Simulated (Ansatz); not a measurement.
## Pulling the pair apart

The pair of Li⁺ (SMILES [Li+], atom 1) and HCl (SMILES Cl, atoms 2–3), both closed shells, in one local arrangement (a lower one may exist), relaxed at PBE0-D4/def2-TZVP:

```xyz
3
angstrom
Li 0.0828 -0.1550 -1.7056
Cl -0.2887 0.5402 0.4780
H 0.2059 -0.3852 1.2276
```

HCl is shifted rigidly along the line between the mean atom positions of the two fragments (negative: closer). Counterpoise interaction energies in kJ/mol. Program: Ansatz 0.2.0. Basis: def2-TZVPPD. Cores are frozen in the correlated methods. The outer core shell of Li, Na, Mg and K is correlated.

```tsv
shift (Å)	wB97M-V	MP2	r2SCAN-D4
-0.23	-57.4	-50.6	-52.2
-0.12	-65.7	-59.8	-60.9
0.00	-68.4	-63.1	-64.0
0.12	-67.6	-62.8	-63.5
0.28	-63.1	-58.9	-59.6
0.58	-51.2	-48.1	-49.0
1.16	-31.2	-29.7	-30.7
2.32	-12.8	-12.5	-13.2
```

Q: What does CCSD(T) give at these shifts? (An estimate is asked for; the value comes from the calculation.)

A: By the calculation: -50.3, -59.5, -62.8, -62.4, -58.6, -47.7, -29.3, -12.3 kJ/mol. For zero shift, CCSD(T) at an estimated basis limit (MP2 extrapolated from triple and quadruple zeta, plus CCSD(T) − MP2 in triple zeta) gives -67.4 kJ/mol. These are counterpoise interaction energies, counted from the two frozen fragments.

The T1 diagnostic stays at or below 0.006.

For scale, one of the runs: CCSD(T)/def2-TZVPPD, 90 basis functions, launched by `ansatz run in.yaml --threads 2 --pin off --events-out ev --progress --plain --max-ram 5222MiB`. The run took about 0.7 s on 2 CPU threads (shared host).
